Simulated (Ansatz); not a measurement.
Input and output for `[F][Nb]([F])([F])([F])[Cl]`.

```yaml
crystal:
  periodic: [false, false, false]
  atoms:
    - {symbol: F, position_ang: [-0.856888, -1.454863, 0.801365]}
    - {symbol: Nb, position_ang: [0.028048, -0.043094, -0.030531]}
    - {symbol: F, position_ang: [1.579144, -0.681409, 0.712572]}
    - {symbol: F, position_ang: [-0.763667, -0.574138, -1.597921]}
    - {symbol: F, position_ang: [1.082832, 1.107083, -1.046789]}
    - {symbol: Cl, position_ang: [-1.027369, 1.582321, 1.115204]}
basis:
  gaussian: {orbitals: def2-TZVPD}
hamiltonian: {xc: {name: BHLYP}}
output: {forces: true}
```

```sh
$ ansatz run in.yaml --threads 4 --pin off --events-out ev --progress --plain --max-ram 10444MiB
```

It prints (some lines left out):

```
Functional definition: BHLYP
  name "BHLYP"
  cite "Becke, J. Chem. Phys. 98, 1372 (1993) doi:10.1063/1.464304"
  cite "Becke, Phys. Rev. A 38, 3098 (1988) doi:10.1103/PhysRevA.38.3098"
  cite "Lee, Yang & Parr, Phys. Rev. B 37, 785 (1988) doi:10.1103/PhysRevB.37.785"
  parameter a = 0.5
  exchange = (1 - a)*b88_x + a*exact_x
  correlation = lyp_c
1644 factors; their error is unknown
mean field evaluation 1: about -24937.7496 eV, gradient 7.7e1 eV
mean field evaluation 2: about -24903.3649 eV, gradient 1.7e2 eV
mean field evaluation 4: about -24947.1563 eV, gradient 3.8e0 eV
mean field evaluation 8: about -24947.1912 eV, gradient 1.0e-1 eV
mean field evaluation 16: about -24947.3628 eV, gradient 1.5e-4 eV
mean field -24947.36280643 eV, -916.7986732066 hartree, gradient 3.6e-5 eV, S^2 0.000000; 0 other end points of the search recorded, 0 dependent functions left out
the calculation of the forces begins
reference -24947.36302647 eV, -916.7986812929 hartree; 33, 33 occupied and 213, 213 virtual orbitals, 1644 factors
Total energy: -24947.36302647 eV, -916.7986812929 hartree
Atom 0 at    -0.856888    -1.454863     0.801365 Å, force     0.077763     0.137920    -0.072845 eV/Å
Atom 1 at     0.028048    -0.043094    -0.030531 Å, force     0.125282    -0.192331    -0.135570 eV/Å
Atom 2 at     1.579144    -0.681409     0.712572 Å, force    -0.138397     0.062986    -0.057970 eV/Å
Atom 3 at    -0.763667    -0.574138    -1.597921 Å, force     0.062177     0.053388     0.140402 eV/Å
Atom 4 at     1.082832     1.107083    -1.046789 Å, force    -0.102386    -0.099859     0.099526 eV/Å
Atom 5 at    -1.027369     1.582321     1.115204 Å, force    -0.024440     0.037897     0.026458 eV/Å
Dipole moment:    -0.104700     0.161178     0.113624 e Å
```

Run time 3.2 s (4 threads of an Intel Xeon 6975P-C on a shared host); peak host memory 0.84 GiB.
